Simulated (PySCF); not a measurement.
A side-by-side comparison of computed properties.

First species: C9H13F.
Structure used (GFN2-xTB), in Å, numbered top down from 1:
```xyz
23
C9H13F angstrom
C      1.765   -0.212    1.791
C      1.668    0.746    0.877
C      1.065    0.595   -0.442
C      1.233    1.531   -1.377
C      0.285   -0.638   -0.726
C      0.882   -1.740   -1.151
C     -1.211   -0.567   -0.518
C     -1.869    0.428   -1.476
C     -1.532   -0.184    0.927
F     -2.885   -0.274    1.152
H      2.242   -0.039    2.740
H      1.387   -1.205    1.616
H      2.087    1.725    1.077
H      1.797    2.427   -1.181
H      0.834    1.422   -2.370
H      0.331   -2.642   -1.366
H      1.947   -1.781   -1.306
H     -1.634   -1.560   -0.702
H     -1.681    0.139   -2.508
H     -1.479    1.430   -1.315
H     -2.943    0.442   -1.308
H     -1.241    0.849    1.144
H     -1.053   -0.863    1.639
```

Second species: C₈H₁₁N.
SMILES with atom numbers: `[CH3:1][NH:2][c:3]1[cH:4][cH:5][cH:6][cH:7][c:8]1[CH3:9]` (hydrogens: H10, H11, H12 on C1; H13 on N2; H14 on C4; H15 on C5; H16 on C6; H17 on C7; H18, H19, H20 on C9)

Levels: PBE0/pcSseg-1 for dipole moment, HOMO energy, LUMO energy and HOMO–LUMO gap; GFN2-xTB for rotational constant A and rotational constant C. Geometries: GFN2-xTB. Each species is one conformer at its optimised geometry, gas phase, non-relativistic unless stated; the electronic structure was computed with PySCF and density fitting.

The conformers computed, where there is a choice (atom-mapped SMILES and torsion angles):
- `[CH2:1]=[CH:2][C:3](=[CH2:4])[C:5](=[CH2:6])[C@H:7]([CH3:8])[CH2:9][F:10]`: C1–C2–C3–C4 -167°, C2–C3–C5–C6 -86°, C3–C5–C7–C8 64°, C5–C7–C9–F10 -173°
- `[CH3:1][NH:2][c:3]1[cH:4][cH:5][cH:6][cH:7][c:8]1[CH3:9]`: C1–N2–C3–C4 -14°

Task: Which of the two has the higher HOMO energy, and by how much?

Result: The second: -5.64 eV against -6.97 eV, a difference of 1.33 eV.

Task: Which of the two has the higher HOMO–LUMO gap, and by how much?

Result: The first: 5.98 eV against 5.86 eV, a difference of 0.12 eV.

Task: Which has the higher rotational constant A?

Result: The second: 2.486 GHz against 1.647 GHz, a difference of 0.839 GHz.

Task: Which has the higher rotational constant C?

Result: The second: 0.958 GHz against 0.851 GHz, a difference of 0.107 GHz.

Task: Which of the two has the higher LUMO energy, and by how much?

Result: The second: 0.22 eV against -0.99 eV, a difference of 1.21 eV.

Task: Which has the higher dipole moment?

Result: The second: 2.01 D against 1.68 D, a difference of 0.33 D.

On the first: A dipole of 1.68 D is allowed in C1, and pure rotational transitions are dipole-allowed. The dipole equals about 5.6 × 10⁻³⁰ C·m (1 D = 3.33564 × 10⁻³⁰ C·m).

On the second: The dipole equals about 6.7 × 10⁻³⁰ C·m (1 D = 3.33564 × 10⁻³⁰ C·m).
